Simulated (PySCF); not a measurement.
C₅H₁₄Ge, singlet, geometry from GFN2-xTB, with bond 13-4 at 2.4 times its length; PySCF with CASCI(4,6)/STO-3G.

PySCF was given this input:
```python
from pyscf import gto, scf, mcscf
import numpy

mol = gto.M(
    atom='''
Ge   -0.09465405    0.24429412    0.42317560
C    -0.24801767    1.89155650   -0.66652859
C     1.82200215   -0.24155786    0.70498925
C     2.56347563   -0.51027886   -0.59675094
C    -1.10414780   -1.25264351   -0.42507100
C    -2.58915059   -0.95853180   -0.58354777
H    -0.71171677    0.52529402    1.78576069
H    -1.27515810    2.24236481   -0.69919094
H     0.07762712    1.70373127   -1.68626212
H     0.36676246    2.68657268   -0.25458308
H     2.31202684    0.56981614    1.24491610
H     1.87510622   -1.12257403    1.34561997
H     1.46217765   -2.49498600   -1.88961721
H     2.54090128    0.36856239   -1.23842869
H     3.60517493   -0.76547391   -0.40675776
H    -0.97255421   -2.15410144    0.17519940
H    -0.66758914   -1.45908210   -1.40381500
H    -3.04041756   -0.74650246    0.38385069
H    -2.74188909   -0.09277129   -1.22479769
H    -3.10891646   -1.80727491   -1.02623090
''',
    basis='sto-3g',
    verbose=4,
)

mf = scf.RHF(mol)
mf.kernel()
mc = mcscf.CASCI(mf, 6, 4)
mc.fix_spin_(ss=0.0)
mc.kernel()
occ = numpy.linalg.eigvalsh(mc.fcisolver.make_rdm1(mc.ci, mc.ncas, mc.nelecas))[::-1]
ss = mc.fcisolver.spin_square(mc.ci, mc.ncas, mc.nelecas)[0]
print('natural occupations', occ.round(4), ' <S^2>', round(ss, 4))
```

The log (banner, timings and long lists left out):

```
PySCF version 2.14.0

[INPUT] verbose = 4
[INPUT] num. atoms = 20
[INPUT] num. electrons = 76
[INPUT] charge = 0
[INPUT] spin (= nelec alpha-beta = 2S) = 0
[INPUT] symmetry False subgroup None
[INPUT] Mole.unit = angstrom
[INPUT] Symbol           X                Y                Z      unit          X                Y                Z       unit  Magmom
[...]
nuclear repulsion = 475.805297739264
number of shells = 37
number of NR pGTOs = 171
number of NR cGTOs = 57
basis = sto-3g
ecp = {}

******** <class 'pyscf.scf.hf.RHF'> ********
method = RHF
initial guess = minao
damping factor = 0
level_shift factor = 0
DIIS = <class 'pyscf.scf.diis.CDIIS'>
diis_start_cycle = 1
diis_space = 8
diis_damp = 0
SCF conv_tol = 1e-09
SCF conv_tol_grad = None
SCF max_cycles = 50
direct_scf = True
direct_scf_tol = 1e-13
Set gradient conv threshold to 3.16228e-05
Initial guess from minao.
init E= -2244.32382259717
[...]
cycle= 1 E= -2246.52029005386  delta_E= -2.2  |g|= 0.518  |ddm|= 4.96
[...]
cycle= 2 E= -2246.62560390359  delta_E= -0.105  |g|= 0.186  |ddm|= 1.09
[...]
cycle= 3 E= -2246.63089481492  delta_E= -0.00529  |g|= 0.151  |ddm|= 0.554
[...]
cycle= 4 E= -2246.64155491244  delta_E= -0.0107  |g|= 0.0122  |ddm|= 0.267
[...]
cycle= 5 E= -2246.64164025019  delta_E= -8.53e-05  |g|= 0.00179  |ddm|= 0.0288
[...]
cycle= 6 E= -2246.6416417734  delta_E= -1.52e-06  |g|= 0.000643  |ddm|= 0.00296
[...]
cycle= 7 E= -2246.64164203132  delta_E= -2.58e-07  |g|= 0.000122  |ddm|= 0.0014
[...]
cycle= 8 E= -2246.64164204414  delta_E= -1.28e-08  |g|= 2.36e-05  |ddm|= 0.000361
[...]
cycle= 9 E= -2246.64164204481  delta_E= -6.64e-10  |g|= 7.62e-06  |ddm|= 7.64e-05
[...]
Extra cycle  E= -2246.64164204487  delta_E= -5.91e-11  |g|= 3.6e-06  |ddm|= 1.77e-05
converged SCF energy = -2246.64164204487

******** <class 'pyscf.mcscf.casci.CASCI'> ********
CAS (2e+2e, 6o), ncore = 36, nvir = 15
natorb = False
canonicalization = True
sorting_mo_energy = False
******** <class 'pyscf.fci.addons.SpinPenaltyFCISolver'> ********
max. cycles = 200
conv_tol = 1e-08
davidson only = True
linear dependence = 1e-12
level shift = 0.001
max iter space = 12
nroots = 1
pspace_size = 400
spin = None
Density matrix diagonal elements [1.98759681e+00 1.31560543e+00 6.87163001e-01 3.90855346e-03
 3.81196703e-03 1.91423293e-03]
CASCI converged
CASCI E = -2246.81853728082  E(CI) = -2.67734057034204  S^2 = 0.0000000
natural occupations [1.9907e+00 1.3137e+00 6.8630e-01 8.5000e-03 7.0000e-04 2.0000e-04]  <S^2> 0.0
```
